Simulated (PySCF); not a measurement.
Er(BH4)3 at several levels of theory

Computed with PySCF 2.14.0 (density fitting, no spin-orbit coupling) at the geometry relaxed with PBE0:

```xyz
16
Er(BH4)3 (singlet in the valence; each metal's 4f electrons, 11 of them, lie in its core potential, out of spins and levels)
Er    0.0000    0.0000    0.0000
B     2.4122    0.0144    0.0000
H     3.6156   -0.0169    0.0000
H     1.9074   -0.5683    0.9976
H     1.9074   -0.5683   -0.9976
H     1.9395    1.1695    0.0000
B    -1.2186    2.0818    0.0000
H    -1.7932    3.1397    0.0000
H    -0.4615    1.9360    0.9976
H    -0.4615    1.9360   -0.9976
H    -1.9826    1.0949    0.0000
B    -1.1936   -2.0962    0.0000
H    -1.8224   -3.1228    0.0000
H    -1.4459   -1.3677    0.9976
H    -1.4459   -1.3677   -0.9976
H     0.0431   -2.2644    0.0000
```

| level | basis | state | HOMO (eV) | gap (eV) | charge on Er1 (e) | population of f-type functions on Er1 (polarisation alone where 4f lies in the core) | dipole about the centre of mass (D) | largest force component (eV/Å) |
| --- | --- | --- | --- | --- | --- | --- | --- | --- |
| PBE0 | Er lcecp-1-SVP with ECP57, B def2-SVP, H def2-SVP | singlet | -9.53 | 6.86 | 0.60 | 0.05 | 0.00 | 0.02 |
| CAM-B3LYP | the same | singlet | -10.90 | 9.10 | 0.46 | 0.05 | 0.00 | 0.14 |
| HF | the same | singlet | -12.81 | 12.93 | 1.33 | 0.05 | 0.00 | 0.66 |
| PBE | the same | singlet | -8.20 | 4.74 | 0.24 | 0.04 | 0.00 | 0.18 |
| TPSSh | the same | singlet | -8.98 | 6.08 | 0.65 | 0.05 | 0.00 | 0.24 |

In the lcecp rows the 4f levels are missing from HOMO and gap, and the state counts the valence alone.

Charges are Mulliken's, which hang on the basis. The relaxation used the grid (50, 194), these runs (75, 302) or, all-electron (x2c bases, spin-free X2C Hamiltonian), (99, 590).

What does PBE0 with Er lcecp-1-TZVP with ECP57, B def2-TZVP, H def2-TZVP give here?

state singlet, HOMO (eV) -9.53, gap (eV) 6.89, charge on Er1 (e) 0.98, population of f-type functions on Er1 (polarisation alone where 4f lies in the core) 0.05, dipole about the centre of mass (D) 0.00, largest force component (eV/Å) 0.31. Time: 14 s on 4 threads of Arm Neoverse V2 (shared host), from free ions and atoms.

In the first row's basis the gap widens with exact exchange: 4.7 eV for PBE (none); 6.1 to 6.9 eV for TPSSh, PBE0 (a fixed share); 9.1 to 12.9 eV for CAM-B3LYP, Hartree–Fock (rising or full at long range).

An lcecp potential fixes the number of 4f electrons, so in runs with it no electron can move into or out of that shell.
